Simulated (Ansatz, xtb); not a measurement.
## Relative energy of two isomers of C8H7Cl

Structure I: `ClC12C=CC(C=C1)C=C2`, a singlet. Structure II: `C=C(Cl)c1ccccc1`, a singlet. Both are isolated molecules in the gas phase, relaxed with PBE0-D3(BJ)/def2-SVP; the shapes shown needn't be the lowest conformers.

I (Å):

```xyz
16

C     0.4244    0.7828   -0.1126
C    -0.2441   -0.5238   -0.5454
C    -1.4262   -0.7046    0.0364
C    -1.8132    0.4342    0.9848
C    -1.7504    1.7124    0.1432
C    -0.5692    1.8999   -0.4384
C    -0.6627    0.5441    1.9899
C     0.5215    0.7284    1.4135
Cl    2.0101    1.0298   -0.8903
H     0.2519   -1.1850   -1.2559
H    -2.0813   -1.5626   -0.1206
H    -2.7876    0.2824    1.4627
H    -2.6098    2.3782    0.0535
H    -0.2728    2.7273   -1.0831
H    -0.8363    0.4733    3.0645
H     1.4878    0.8362    1.9062
```

II (Å):

```yaml
atoms:
  - { symbol: C, position_ang: [1.1111, -1.4930, -0.2352] }
  - { symbol: C, position_ang: [-0.0685, -0.9343, -0.5266] }
  - { symbol: C, position_ang: [-0.6408, 0.2590, 0.1293] }
  - { symbol: C, position_ang: [-1.5212, 1.1142, -0.5472] }
  - { symbol: C, position_ang: [-2.0166, 2.2573, 0.0734] }
  - { symbol: C, position_ang: [-1.6512, 2.5614, 1.3834] }
  - { symbol: C, position_ang: [-0.7884, 1.7088, 2.0718] }
  - { symbol: C, position_ang: [-0.2908, 0.5669, 1.4532] }
  - { symbol: Cl, position_ang: [-1.0389, -1.6412, -1.7932] }
  - { symbol: H, position_ang: [1.7589, -1.0452, 0.5202] }
  - { symbol: H, position_ang: [1.4563, -2.3888, -0.7524] }
  - { symbol: H, position_ang: [-1.8133, 0.8754, -1.5712] }
  - { symbol: H, position_ang: [-2.6966, 2.9152, -0.4728] }
  - { symbol: H, position_ang: [-2.0459, 3.4554, 1.8716] }
  - { symbol: H, position_ang: [-0.5105, 1.9274, 3.1055] }
  - { symbol: H, position_ang: [0.3597, -0.1099, 2.0107] }
```

Quicker runs give these differences E(II) − E(I): GFN2-xTB −17.1 kcal/mol; HF/STO-3G −19.8 kcal/mol (at GFN2-xTB geometries); r2SCAN-D4/def2-SVP −43.3 kcal/mol (at GFN2-xTB geometries).

Question: Estimate E(II) − E(I) at the level CCSD(T)/def2-SVP + ΔMP2/def2-TZVPP.

Answer: Calculated at CCSD(T)/def2-SVP + ΔMP2/def2-TZVPP: E(II) − E(I) = −35.8 kcal/mol, so structure II lies lower.

Level by level:

| level | geometry | E(II) − E(I) (kcal/mol) | departure from the last row (kcal/mol) | job, with rough time for the two |
| --- | --- | --- | --- | --- |
| GFN2-xTB | GFN2-xTB | −17.1 | +18.7 | optimisation, 0.16 s |
| HF/STO-3G | GFN2-xTB | −19.8 | +16.0 | single point, 0.64 s |
| r2SCAN-D4/def2-SVP | GFN2-xTB | −43.3 | −7.6 | single point, 6.6 s |
| PBE0-D3(BJ)/def2-SVP | PBE0-D3(BJ)/def2-SVP | −39.4 | −3.6 | optimisation, 92 s |
| HF/def2-SVP | PBE0-D3(BJ)/def2-SVP | −47.0 | −11.2 | part of the CCSD(T) run |
| MP2/def2-SVP | PBE0-D3(BJ)/def2-SVP | −35.4 | +0.4 | part of the CCSD(T) run |
| CCSD(T)/def2-SVP | PBE0-D3(BJ)/def2-SVP | −34.1 | +1.6 | single point |
| CCSD(T)/def2-SVP + ΔMP2/def2-TZVPP | PBE0-D3(BJ)/def2-SVP | −35.8 |  | single point, 3 min |

As drawn, II has 6 C∷C in place of 5 C–C, 2 C=C (∷ is an aromatic bond). Structure I has 3 6-membered rings, II a 6-membered ring (with an aromatic ring).

None of the levels shown reverses the order. The largest departure from CCSD(T)/def2-SVP + ΔMP2/def2-TZVPP is that of GFN2-xTB, 18.7 kcal/mol. The last row adds to CCSD(T) the change of the MP2 difference between the two basis sets, here −1.6 kcal/mol.

With thermal terms from frequencies at re-optimised GFN2-xTB minima (ideal gas, soft modes damped towards free rotors, one conformer each, 298.15 K, 1 atm): the zero-point term adds −0.6 kcal/mol; ΔH is −35.7 and ΔG −38.4 kcal/mol.

The correlated steps freeze 13 core orbitals. Programs: Ansatz 0.2.0, xtb 6.7.1; the last row on 4 threads of Arm Neoverse V1 on a shared host.
